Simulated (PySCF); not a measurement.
Delta-SCF ions had no search for a lower state. Excitations are Tamm–Dancoff values on a coarser integration grid. The basis has no diffuse functions, so Rydberg states are missing or too high.

Cartesian coordinates (Å):
SMILES: B/C(C)=C\C#N
```xyz
12

B      0.5858     1.4397     0.1120
C     -0.1508     0.0741     0.0661
C     -1.6498     0.0342     0.1004
C      0.5374    -1.0752    -0.0038
C      1.9604    -1.1760    -0.0419
N      3.0963    -1.3256    -0.0755
H      1.7709     1.4840     0.0848
H     -0.0477     2.4457     0.1750
H     -2.0433    -0.9814     0.0615
H     -2.0640     0.5984    -0.7373
H     -2.0216     0.5152     1.0071
H      0.0266    -2.0329    -0.0363
```
Charge 0, multiplicity 1.

Task: Estimate the total energy, vertical ionisation energy (Delta-SCF), S1–T1 gap (TDA), dipole moment and brightest of the four lowest singlets (TDA) that PBE-D3(BJ)/def2-TZVP // CAM-B3LYP-D3(BJ)/def2-TZVP (PySCF 2.14.0) returns for this input.

Result: 
```json
{
 "total_energy": "-235.3530 Ha",
 "vertical ionisation energy (Delta-SCF)": "10.20 eV",
 "S1–T1 gap (TDA)": "1.39 eV",
 "dipole_moment": "4.22 D",
 "brightest of the four lowest singlets (TDA)": "4.59 eV"
}
```
